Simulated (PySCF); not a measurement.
## Dipole moment and polarisability of `CC(=O)N(C)[SiH2]C#N`

Compound: C4H8N2OSi.
Structure used (GFN2-xTB), in Å, numbered top down from 1:
```
atom  x, y, z in Å
C1     2.090   -0.068    0.605
C2     0.685    0.441    0.528
O3     0.336    1.556    0.915
N4    -0.295   -0.314    0.022
C5    -0.125   -1.651   -0.474
Si6   -1.759    0.682    0.134
C7    -1.594    2.134   -1.023
N8    -1.515    3.009   -1.756
H9     2.437   -0.356   -0.386
H10    2.134   -0.943    1.251
H11    2.734    0.711    1.003
H12    0.594   -1.675   -1.296
H13    0.224   -2.321    0.316
H14   -1.083   -2.011   -0.839
H15   -2.130    1.022    1.494
H16   -2.740   -0.209   -0.507
```

Level: PBE0/def2-SVPD (PySCF), static field, nuclei fixed, core orbitals frozen in the response. The polarisability tensor in these axes (au):

```
x   88.56 -4.36  5.33
y   -4.36 92.50 -3.32
z    5.33 -3.32 74.46
```

Problem. What are the eigenvalues, a third of the trace, and Δα (Δα² = ½Σ(αi − αj)² over the three pairs)?

Solution. Principal values 72.50, 86.21 and 96.80 au; mean 85.17 au = 12.62 Å³ = 14.04 × 10⁻⁴⁰ C²·m²/J; Δα = 21.10 au (25 % of the mean).

Problem. What is the dipole moment, and where does it point?

Solution. (1.63, -6.11, 1.40) D, 6.48 D in size, pointing from the negative to the positive side. Measured along this direction, the outermost atoms are N8 at the negative end and H13 at the positive end.

Problem. Molar refractivity from α?

Solution. Lorentz–Lorenz: R = (4π/3)N_A α = 2.5225 cm³/(mol·Å³) × 12.62 Å³ = 31.8 cm³/mol, in the limit of long wavelengths.

Problem. What depolarisation ratio follows for Rayleigh scattering of linearly polarised light, taking the static tensor?

Solution. ρ = 3Δα²/(45ᾱ² + 4Δα²) = 1336.0/(326437 + 1781.3) = 0.00407.

Problem. Form Σ f/ω² (atomic units) for the 8 lowest TDDFT singlets, given as eV and f, and set it beside the mean polarisability, which is this sum over all singlets: 5.87, 0.0001; 6.26, 0.0012; 6.54, 0.0197; 6.71, 0.0597; 6.98, 0.0055; 7.13, 0.0067; 7.22, 0.0133; 7.42, 0.0388.

Solution. They add up to 2.24 au, 2.6 % of the 85.17 au; the largest single term is 0.98 au, from the state at 6.71 eV. Terms in order: 0.00, 0.02, 0.34, 0.98, 0.08, 0.10, 0.19, 0.52 au. Higher excitations give the rest. The strengths listed sum to 0.145.

Problem. What are the principal values of the traceless quadrupole moment, Θ = ½Σq(3rr − r²1), about the centre of nuclear charge?

Solution. -12.74, 0.52, 12.22 D·Å. The values depend on the origin, since the dipole doesn't vanish. The electronic extent ⟨r²⟩ about the same centre is 1200 bohr², a root-mean-square distance of 2.22 Å for the 68 electrons.

Problem. Give the principal axes and the span of the nuclei along them.

Solution. Largest value along (-0.58, 0.78, -0.25), where the nuclei span 5.93 Å; middle along (0.76, 0.62, 0.17), 5.02 Å; least along (-0.29, 0.09, 0.95), 3.70 Å. The response follows the extents in order.

Isolated species at its GFN2-xTB geometry (one conformer only).
